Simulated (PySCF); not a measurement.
A side-by-side comparison of computed properties.

First species: C₄H₄N₂O.
InChI=1S/C4H4N2O/c1-2-4-5-3-6-7-4/h2-3H,1H2

Second species: C₅H₅NO.
Cartesian coordinates in Å at the GFN2-xTB level; atoms count from 1:
```
atom  x, y, z in Å
O1     2.5775    1.1497    0.3312
C2     1.9710    0.1378    0.1187
N3     0.6066    0.0428    0.0353
C4    -0.1140   -1.1076   -0.2086
C5    -1.4334   -0.7956   -0.2156
C6    -1.5410    0.6038    0.0323
C7    -0.2838    1.0878    0.1811
H8     2.4588   -0.8425   -0.0348
H9     0.3839   -2.0458   -0.3542
H10   -2.2497   -1.4708   -0.3786
H11   -2.4535    1.1631    0.0899
H12    0.0789    2.0764    0.3772
```

Levels: PBE0/def2-SVPD for dipole moment, HOMO energy, LUMO energy, HOMO–LUMO gap, static isotropic polarisability and electronic spatial extent ⟨r²⟩ about the centre of nuclear charge; TDDFT PBE0/def2-SVPD for lowest singlet excitation; TDA PBE0/def2-SVPD for lowest triplet excitation (Tamm–Dancoff); GFN2-xTB for rotational constant A and rotational constant C. Geometries: GFN2-xTB. All species are isolated and taken at one optimised geometry, non-relativistic unless stated; the electronic structure was computed with PySCF and density fitting.

Dipoles, sizes and rotational constants follow the conformer. The torsions of the flexible species, by atom-mapped SMILES:
- `[CH2:1]=[CH:2][c:3]1[n:4][cH:5][n:6][o:7]1`: C1–C2–C3–N4 0°
- `[O:1]=[CH:2][n:3]1[cH:4][cH:5][cH:6][cH:7]1`: O1–C2–N3–C4 180°

(1) Which has the higher ⟨r²⟩?

(2) Which has the higher dipole moment?

(3) Which has the higher S1 energy?

(4) Which of the two has the higher LUMO energy, and by how much?

(5) Which has the higher rotational constant A?

(6) Which has the higher HOMO–LUMO gap?

(7) Which has the higher T1 energy?

(8) Which of the two has the higher rotational constant C, and by how much?

Answers

(1) The second: 677 bohr² against 668 bohr², a difference of 9 bohr².

(2) The second: 2.62 D against 2.23 D, a difference of 0.39 D.

(3) The first: 5.27 eV against 4.65 eV, a difference of 0.62 eV.

(4) The second: -1.32 eV against -1.92 eV, a difference of 0.60 eV.

(5) The first: 8.731 GHz against 8.185 GHz, a difference of 0.546 GHz.

(6) The first: 5.83 eV against 5.60 eV, a difference of 0.23 eV.

(7) The second: 3.45 eV against 3.27 eV, a difference of 0.18 eV.

(8) The first: 1.738 GHz against 1.712 GHz, a difference of 0.026 GHz.

On the first: No computed singlet falls in the visible range (750 to 380 nm, 1.65 to 3.26 eV); S1 lies 2.01 eV above its blue end. The dipole equals about 7.4 × 10⁻³⁰ C·m (1 D = 3.33564 × 10⁻³⁰ C·m).

On the second: The polarisability is 9.97 Å³ as a volume (1 au = 0.148185 Å³), or 1.35 au for each of the 50 electrons. The dipole equals about 8.7 × 10⁻³⁰ C·m (1 D = 3.33564 × 10⁻³⁰ C·m).
